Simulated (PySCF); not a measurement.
Values are calculated unless marked as measured or tabulated.
# B3H2O4(-)

B3H2O4(-) is a small molecule (built as: end group O-), charge -1, singlet. The structure was relaxed in the gas phase by PBE0-D3(BJ)/def2-SVP. No frequency run checks that it is a minimum.

SMILES: [O-]B1OBOBO1

```tsv
atom	x (Å)	y (Å)	z (Å)
O1	0.703	-0.004	-1.166
B2	0.930	0.988	-0.310
O3	0.266	1.089	0.904
B4	-0.665	0.102	1.191
O5	-0.915	-0.906	0.360
B6	-0.253	-1.098	-0.940
O7	-0.473	-2.050	-1.735
H8	1.745	1.863	-0.563
H9	-1.254	0.199	2.257
```

Shieldings: GIAO PBE0/aug-pcSseg-2.  Core levels by delta-SCF with SCAN, aug-pcX-2 on the ionised atom and aug-pcseg-1 elsewhere, spin-free X2C; from the vacuum level, for chosen atoms.

Give the NMR and core-level values of the distinct atoms.


| atoms | bonded to | σ (ppm) | δ (ppm) | core level (eV) |
| --- | --- | --- | --- | --- |
| O1 O5 | 2 B | 114.7 | - | 1s 533.59 |
| B2 B4 | 2 O + 1 H | 73.3 | - | 1s 192.99 |
| O3 | 2 B | 121.1 | - | 1s 534.33 |
| B6 | 3 O | 88.2 | - | 1s 192.07 |
| O7 | 1 B | 131.3 | - | 1s 530.29 |
| H8 H9 | 1 B | 26.81 | - | - |

Values are those of this one static structure; atoms that internal rotation interchanges would show their mean in an NMR spectrum.

The core-hole state of B2 is spin-contaminated (⟨S²⟩ 0.83 against 0.75 for a pure doublet), so that value and differences from it are less sure.

Which of O3, O5, O7 holds its core electrons tightest, and by how much against the loosest?

O3 (bonded to 2 B), by 4.04 eV over O7 (bonded to 1 B).

By CAM-B3LYP/def2-SVPD (TDDFT singlets, Tamm-Dancoff triplets, ionisation by delta-SCF), where does absorption start, and what does vertical ionisation take?

The lowest singlet lies at 5.37 eV (f 0.020), the strongest of the first 6 at 6.17 eV (f 0.022), the lowest triplet at 5.30 eV; vertical ionisation takes 4.54 eV.

Excited states of gas-phase anions may lie above the detachment limit and hang on the basis.
